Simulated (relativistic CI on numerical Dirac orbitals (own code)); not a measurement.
**Slater and spin-orbit integrals, Tm LVIII**

Calculated at this level of theory: Dirac-Coulomb-Breit CI, KLI orbitals optimised for each configuration, model QED (radiative potential, 1s self-energy scaled to tabulated hydrogen-like ionisation energies), unscaled Slater integrals (own radial code, finite nucleus).

Slater integrals F^k, G^k are unscaled and averaged over j, outside the closed core [Ne]; ζ comes from projecting the Hamiltonian with its Breit term on Σ l·s of the shell.

- 3s3p: G^1(3s,3p) = 633940, ζ(3p) = 1.4265e+06 cm⁻¹; <r>(3s) = 0.1999, <r^2>(3s) = 0.04564, <r>(3p) = 0.1947, <r^2>(3p) = 0.0439 (bohr units).
- 3p²: F^2(3p,3p) = 501570, ζ(3p) = 1.4263e+06 cm⁻¹; <r>(3p) = 0.1948, <r^2>(3p) = 0.04396 (bohr units).
- 3s3d: G^2(3s,3d) = 393100, ζ(3d) = 194570 cm⁻¹; <r>(3s) = 0.2, <r^2>(3s) = 0.04569, <r>(3d) = 0.1716, <r^2>(3d) = 0.0339 (bohr units).

Averages of the first 10 configurations, taken without configuration mixing, which lowers the lowest level and can move excited configurations by several eV; other configurations of the list can lie among them:

```json
{"Configuration": "3s²", "Parity": "even", "States": "1", "Average energy above the lowest level (eV)": "4.1"}
{"Configuration": "3s3p", "Parity": "odd", "States": "12", "Average energy above the lowest level (eV)": "315.0"}
{"Configuration": "3p²", "Parity": "even", "States": "15", "Average energy above the lowest level (eV)": "647.8"}
{"Configuration": "3s3d", "Parity": "even", "States": "20", "Average energy above the lowest level (eV)": "627.4"}
{"Configuration": "3d²", "Parity": "even", "States": "45", "Average energy above the lowest level (eV)": "1262.5"}
{"Configuration": "3p3d", "Parity": "odd", "States": "60", "Average energy above the lowest level (eV)": "950.8"}
{"Configuration": "3p4s", "Parity": "odd", "States": "12", "Average energy above the lowest level (eV)": "3028.1"}
{"Configuration": "3d4s", "Parity": "even", "States": "20", "Average energy above the lowest level (eV)": "3328.5"}
{"Configuration": "3s4s", "Parity": "even", "States": "4", "Average energy above the lowest level (eV)": "2702.9"}
{"Configuration": "3s4p", "Parity": "odd", "States": "12", "Average energy above the lowest level (eV)": "2838.2"}
```
